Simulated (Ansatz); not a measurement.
Input file for Ansatz (a program for electronic structure): R-PBE/def2-TZVPP on ammonia borane (SMILES [BH3-][NH3+]), a point of a torsion scan.

Ansatz 0.2 input:
```yaml
crystal:
  periodic: [false, false, false]
  atoms:
    - {symbol: B, position_ang: [-0.82826145, 0.08957949, -0.01125301]}
    - {symbol: N, position_ang: [0.83065596, -0.03468692, 0.01490099]}
    - {symbol: H, position_ang: [-1.19428222, -0.65719144, -0.86287084]}
    - {symbol: H, position_ang: [-1.06354077, 1.23242754, -0.24267021]}
    - {symbol: H, position_ang: [-1.18795377, -0.24983906, 1.07265753]}
    - {symbol: H, position_ang: [1.21061906, 0.52150504, -0.74121837]}
    - {symbol: H, position_ang: [1.09305524, -1.00731020, -0.08408115]}
    - {symbol: H, position_ang: [1.15787403, 0.32878435, 0.90195753]}
basis:
  gaussian:
    orbitals: def2-TZVPP
hamiltonian:
  xc: {name: PBE}
scf: {lower_state_search: off}
```

Problem. Give the final energy of this run.

Solution. -83.1183 hartree.
